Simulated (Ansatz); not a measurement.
Worked example: CH7ClSi2 → SiH2(SiH2)Cl + CH3

Species: CH7ClSi2 `C[SiH2][SiH2]Cl`, singlet; SiH2(SiH2)Cl, doublet; CH3 (methyl radical) `[CH3]`, doublet. 

Shapes, held fixed at every level: PBE0-D4/def2-TZVP. Flexible molecules stand in one conformer, not always the lowest. Programs: Ansatz 0.2.0. Electronic energies: no zero-point or thermal term.

At CCSD(T)/CBS estimate; 1 Eh = 2625.50 kJ/mol:

| species | energy (Eh) |
| --- | --- |
| CH7ClSi2 | -1080.252098 |
| SiH2(SiH2)Cl | -1040.326217 |
| CH3 | -39.782177 |

Problem. Work out ΔE of the reaction at this level.

Solution. 
1. Products less reactants: (-1040.326217) + (-39.782177) − [(-1080.252098)] = 0.143704 Eh = +377.3 kJ/mol.

Other levels give +263.5 (HF/def2-TZVPP) to +382.8 kJ/mol (wB97X-V/def2-TZVPP). No measured value is set beside it here. Open shells run unrestricted unless RO is named. The CBS estimate extrapolates MP2 from def2-TZVPP and def2-QZVPP and adds CCSD(T) − MP2 in the triple-zeta set, cores frozen.
